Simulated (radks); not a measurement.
Q: Co4+, configuration [Ar] 3d4.75 4s0.25 (fractional occupations, a model configuration). Method: Dirac Kohn-Sham, PBEsol, spin-unpolarised, spherical densities, point nucleus; open shells fill j = l - 1/2 first; computed with a radial shooting solver on a logarithmic mesh with Libxc functionals. Some entries of the table are withheld. Estimate them.

orbital,occ.,eigenvalue (hartree),r(max) (bohr),<1/r> (bohr^-1)
1s1/2,2,-281.0850,(1),27.01
2s1/2,2,-35.42362,0.2134,5.833
2p1/2,2,(2),0.1703,5.784
2p3/2,4,(3),0.1729,5.672
3s1/2,2,-6.04765,0.6641,1.873
3p1/2,2,-4.72974,0.6659,1.758
3p3/2,4,-4.65719,0.6730,1.733
3d3/2,4,(4),0.6344,(5)
3d5/2,0.75,(6),0.6365,(7)
4s1/2,0.25,(8),1.819,0.6678
4p1/2,0,-1.36457,2.016,0.5952
4p3/2,0,-1.35430,2.033,0.5901

A: 
(1) 1s1/2 r(max) (bohr): 0.03680
(2) 2p1/2 eigenvalue (hartree): -31.05778
(3) 2p3/2 eigenvalue (hartree): -30.51419
(4) 3d3/2 eigenvalue (hartree): -2.50481
(5) 3d3/2 <1/r> (bohr^-1): 1.469
(6) 3d5/2 eigenvalue (hartree): -2.49561
(7) 3d5/2 <1/r> (bohr^-1): 1.463
(8) 4s1/2 eigenvalue (hartree): -1.68222
